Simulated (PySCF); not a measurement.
A calculated (CAM-B3LYP, PySCF 2.14, ANO-RCC-VTZP, scalar relativity by spin-free X2C-1e) atom or ion has these occupied shells.

```tsv
shell	electrons	orbital energy (eV)	rms radius, mean of both spins (bohr)
1s α	1	-8267.5	0.0624
1s β	1	-8267.5	0.0624
2s α	1	-1017.5	0.266
2s β	1	-1016.2	0.266
2p α	3	-878.12	0.238
2p β	3	-877.07	0.238
3s α	1	-139.17	0.796
3s β	1	-136.24	0.796
3p α	3	-98.480	0.848
3p β	3	-95.353	0.848
3d α	5	-33.594	1.12
3d β	3	-31.841	1.12
```

Question: Name the element and its charge.

Answer: Ni²⁺ (nickel, charge +2), in [Ar] 3d8, high-spin 3F determinant.
